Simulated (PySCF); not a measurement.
An unknown shows these calculated signals:

¹H NMR (400 MHz, computed): δ 7.87 (m, 1H), 5.87 (m, 1H), 4.59 (m, 2H), 2.64 (m, 2H), 2.53 (m, 1H), 1.85 (m, 1H), 1.79 (m, 2H).

¹³C{¹H} NMR (computed): δ 172.0 (CH), 122.3 (CH), 37.0 (CH), 37.0 (CH2), 17.3 (CH).

Calculated, not measured (PySCF): PBE0/pcSseg-1 with gauge-including orbitals, geometry from GFN2-xTB. Fast rotation and ring inversion assumed for equivalent nuclei, one conformer, gas phase, non-relativistic.

Chemical shifts δ = σref − σ; ¹H (31.72 ppm), ¹³C (186.93 ppm) against TMS, all at this level.

**Question.** Which of these does the molecule contain: a non-aromatic C=C double bond, a Si–H bond, a C≡C triple bond, an S-methyl group, a heteroaromatic ring?

**Answer.** 
- A non-aromatic C=C double bond: yes.
- A Si–H bond: yes (δH 4.59 (m)).
- A C≡C triple bond: no.
- An S-methyl group: no.
- A heteroaromatic ring: no.

The data belong to SMILES C1[C@H]2C=C[SiH2][C@@H]1C2, C6H10Si; they needn't prove each group on their own.

Carbon signals by region: 1 in the far downfield region (above 160 ppm), 1 in the sp2 and nitrile region (100–160 ppm), 3 below 50 ppm. Above 160 ppm: 172.0, alkene CH.

Shifts are as computed. Against solution values, carbons near 30 ppm lie about +3 ppm off and those near 130 ppm about +5 ppm. Of 1211 compounds with measured shifts, 218 miss one by over three times the rms of a fit or turn the order of signals round; such compounds aren't used in these exercises. Multiplicities follow the n + 1 count of equivalent neighbours, as no J values were calculated; m marks all less simple cases, F and P coupling included.
